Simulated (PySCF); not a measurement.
## How methods differ on the excitation energy of P⁺

P⁺ [Ne] 3s2 3p2 (3P) → P⁺ [Ne] 3s1 3p3, s spin flipped, as a difference of total energies. All numbers are calculated (PySCF 2.14, the non-relativistic Hamiltonian (point nucleus), in dyall-av2z (13s9p2d, 50 functions)). Correlated levels: valence: [Ne] frozen; virtual orbitals above 40 to 60 times the deepest correlated orbital energy dropped. The calculations carry no spin-orbit coupling.

```
           method  excitation energy (eV)
              UHF                  12.178
              LDA                   9.014
              PBE                   9.129
             PBE0                   9.892
           r2SCAN                   9.813
           PBEsol                   9.080
          wB97X-V                  10.261
            B3LYP                   9.757
             PW91                   9.139
    MP2 (valence)                  10.569
SCS-MP2 (valence)                  10.452
```

Problem. How much does correlation contribute at MP2 (valence)?

Solution. 10.569 − (12.178) = -1.609 eV, measured against UHF.

The upper determinant mixes two multiplicities, so it lies between the two terms.
